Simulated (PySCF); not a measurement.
C6H8BrNSi.
Bonds: Si1–N2, N2–C3, C3–C4 (aromatic), C4–C5 (aromatic), C5–C6 (aromatic), C6–Br7, C6–C8 (aromatic), C8–C9 (aromatic), C3–C9 (aromatic). Hydrogens: H10, H11, H12 on Si1; H13 on N2; H14 on C4; H15 on C5; H16 on C8; H17 on C9.

Computed with PySCF at B3LYP/def2-SVPD, non-relativistic, on one gas-phase PBE0-D3(BJ)/def2-SVP geometry that isn't relaxed in the solvent. The solvent is an IEF-PCM continuum (cavity from Bondi-type radii × 1.2), and excitations are vertical TDDFT with non-equilibrium linear response and a frozen core. Specific hydrogen bonds and non-electrostatic terms are outside this model. Spin–orbit coupling is left out although an atom past zinc is present.

Gas-phase singlets (H = HOMO, L = LUMO):

```json
{"state": "S1", "E (eV)": "4.441", "λ (nm)": "279", "f": "0.025", "leading configurations": "H→L 92%"}
{"state": "S2", "E (eV)": "4.740", "λ (nm)": "262", "f": "0.000", "leading configurations": "H→L+2 97%"}
{"state": "S3", "E (eV)": "5.089", "λ (nm)": "244", "f": "0.419", "leading configurations": "H→L+1 92%"}
{"state": "S4", "E (eV)": "5.115", "λ (nm)": "242", "f": "0.000", "leading configurations": "H→L+3 96%"}
{"state": "S5", "E (eV)": "5.611", "λ (nm)": "221", "f": "0.007", "leading configurations": "H→L+4 98%"}
```

How does the list change in chloroform (ε = 4.711)?

| state | E (eV) | λ (nm) | f | leading configurations | change by rank (eV) |
| --- | --- | --- | --- | --- | --- |
| S1 | 4.419 | 281 | 0.038 | H→L 93% | -0.022 |
| S2 | 4.713 | 263 | 0.000 | H→L+2 98% | -0.027 |
| S3 | 4.998 | 248 | 0.567 | H→L+1 94% | -0.091 |
| S4 | 5.261 | 236 | 0.000 | H→L+3 97% | +0.146 |
| S5 | 5.690 | 218 | 0.014 | H→L+4 96% | +0.079 |

What are the lowest 5 singlets in dimethylsulfoxide (ε = 46.83)?

```json
{"state": "S1", "E (eV)": "4.415", "λ (nm)": "281", "f": "0.038", "leading configurations": "H→L 93%", "change by rank (eV)": "-0.026"}
{"state": "S2", "E (eV)": "4.696", "λ (nm)": "264", "f": "0.000", "leading configurations": "H→L+2 98%", "change by rank (eV)": "-0.044"}
{"state": "S3", "E (eV)": "4.988", "λ (nm)": "249", "f": "0.577", "leading configurations": "H→L+1 95%", "change by rank (eV)": "-0.101"}
{"state": "S4", "E (eV)": "5.321", "λ (nm)": "233", "f": "0.000", "leading configurations": "H→L+3 97%", "change by rank (eV)": "+0.206"}
{"state": "S5", "E (eV)": "5.707", "λ (nm)": "217", "f": "0.016", "leading configurations": "H→L+4 94%", "change by rank (eV)": "+0.096"}
```

How do the frontier levels move from gas to dimethylsulfoxide?

```json
{"orbital": "LUMO+2", "gas (eV)": "-0.30", "solvent (eV)": "-0.27", "change (eV)": "+0.03"}
{"orbital": "LUMO+1", "gas (eV)": "-0.46", "solvent (eV)": "-0.41", "change (eV)": "+0.05"}
{"orbital": "LUMO", "gas (eV)": "-0.80", "solvent (eV)": "-0.73", "change (eV)": "+0.07"}
{"orbital": "HOMO", "gas (eV)": "-5.93", "solvent (eV)": "-5.86", "change (eV)": "+0.07"}
{"orbital": "HOMO-1", "gas (eV)": "-7.42", "solvent (eV)": "-7.37", "change (eV)": "+0.05"}
{"orbital": "HOMO-2", "gas (eV)": "-7.88", "solvent (eV)": "-7.94", "change (eV)": "-0.06"}
{"orbital": "HOMO-3", "gas (eV)": "-7.89", "solvent (eV)": "-8.11", "change (eV)": "-0.22"}
```

The HOMO–LUMO gap goes from 5.13 to 5.13 eV. Rows go by rank; for HOMO-3, HOMO-2, LUMO+1 and LUMO+2 the atom shares or the degeneracy differ between the runs, so the row needn't follow one orbital.

The values belong to the conformer `[SiH3:1][NH:2][c:3]1[cH:4][cH:5][c:6]([Br:7])[cH:8][cH:9]1`: Si1–N2–C3–C4 0°.
